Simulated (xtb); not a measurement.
CaF (SMILES [F][Ca+]), charge +1, singlet, from a rough starting geometry (GFN-xTB shapes and energies of metal compounds can be far from the true ones); GFN2-xTB (xtb).

xtb was given this input:
```
$ xtb mol.xyz --gfn 2 --chrg 1 --opt vtight --json

# file mol.xyz
2

Ca    -0.51463853    -0.45002148    -0.69234377
F      0.48520439     0.46835445     0.74696370
```

Problem. Predict the main parts of the log of this xtb run.

Solution. 
```
   ID    Z sym.   atoms
    1   20 Ca     1
    2    9 F      2

           -------------------------------------------------
          |                Calculation Setup                |
           -------------------------------------------------

           -------------------------------------------------
          |                 G F N 2 - x T B                 |
           -------------------------------------------------

          ...................................................
          :                      SETUP                      :
          :.................................................:
          :  # basis functions                  14          :
          :  # atomic orbitals                  13          :
          :  # shells                            5          :
          :  # electrons                         8          :
          :  max. iterations                   250          :
          :  Hamiltonian                  GFN2-xTB          :
          :  restarted?                      false          :
          :  GBSA solvation                  false          :
          :  PC potential                    false          :
          :  electronic temp.          300.0000000     K    :
          :  accuracy                    1.0000000          :
          :  -> integral cutoff          0.2500000E+02      :
          :  -> integral neglect         0.1000000E-07      :
          :  -> SCF convergence          0.1000000E-05 Eh   :
          :  -> wf. convergence          0.1000000E-03 e    :
          :  Broyden damping             0.4000000          :
          :  net charge                          1          :
          :  unpaired electrons                  0          :
          ...................................................

 iter      E             dE          RMSdq      gap      omega  full diag
   1      5.8789463  0.587895E+01  0.986E+01    2.47       0.0  T
   2     -4.0693726 -0.994832E+01  0.369E+01   41.29       1.0  T
   3     -4.1845871 -0.115214E+00  0.310E+01   20.54       1.0  T
   4     -4.3594670 -0.174880E+00  0.294E+01    7.28       1.0  T
   5      5.7195778  0.100790E+02  0.773E+01    2.30       1.0  T
   6     -4.1939281 -0.991351E+01  0.508E+01   18.46       1.0  T
   7     -4.1014592  0.924689E-01  0.704E+01   32.82       1.0  T
   8     -3.3480597  0.753399E+00  0.255E+01    0.45       1.0  T
   9     -4.5729070 -0.122485E+01  0.344E+01    2.61       1.0  T
[...]
         :: total energy              -4.712624379300 Eh    ::
 * total energy  :    -4.7126244 Eh     change       -0.3689493E-11 Eh
 * total energy  :    -4.7126252 Eh     change       -0.7993452E-06 Eh
 * total energy  :    -4.7126255 Eh     change       -0.3311611E-06 Eh
 * total energy  :    -4.7126255 Eh     change       -0.2285381E-09 Eh
   *** GEOMETRY OPTIMIZATION CONVERGED AFTER 4 ITERATIONS ***
         :: total energy              -4.712625510039 Eh    ::
[...]
         6                         -0.5344798             -14.5439
         7                         -0.5344798             -14.5439
         8                         -0.4172268             -11.3533
         9                         -0.2442055              -6.6452
        10                         -0.2442055              -6.6452
        11                         -0.2211830              -6.0187
        12                         -0.2211830              -6.0187
        13                          0.0404411               1.1005
      -------------------------------------------------------------
                  HL-Gap            0.0581519 Eh            1.5824 eV
             Fermi-level           -0.7610410 Eh          -20.7090 eV

     #   Z          covCN         q      C6AA      α(0)
     1  20 Ca       0.606     0.990  1308.252   143.039
     2   9 F        0.606     0.010     9.313     3.600

 Mol. C6AA /au·bohr⁶  :       1447.010829
 Mol. C8AA /au·bohr⁸  :     203247.164814
 Mol. α(0) /au        :        146.638993

Wiberg/Mayer (AO) data.
largest (>0.10) Wiberg bond orders for each atom

 ---------------------------------------------------------------------------
     #   Z sym  total        # sym  WBO       # sym  WBO       # sym  WBO
 ---------------------------------------------------------------------------
     1  20 Ca   1.516 --     2 F    1.516
     2   9 F    1.516 --     1 Ca   1.516
 ---------------------------------------------------------------------------

Topologies differ in total number of bonds
Writing topology from bond orders to xtbtopo.mol

molecular dipole:
                 x           y           z       tot (Debye)
 q only:       -0.952      -0.831      -1.278
   full:       -1.382      -1.226      -1.897       6.730
molecular quadrupole (traceless):
                xx          xy          yy          xz          yz          zz
 q only:       -0.273       1.236      -0.604       1.903       1.666       0.877
  q+dip:       -0.469       2.020      -0.989       3.115       2.739       1.458
   full:       -0.139       1.026      -0.489       1.557       1.308       0.628

optimized geometry written to: xtbopt.xyz

           -------------------------------------------------
          | TOTAL ENERGY               -4.712625510039 Eh   |
          | GRADIENT NORM               0.000000111953 Eh/α |
          | HOMO-LUMO GAP               1.582394210981 eV   |
           -------------------------------------------------
```
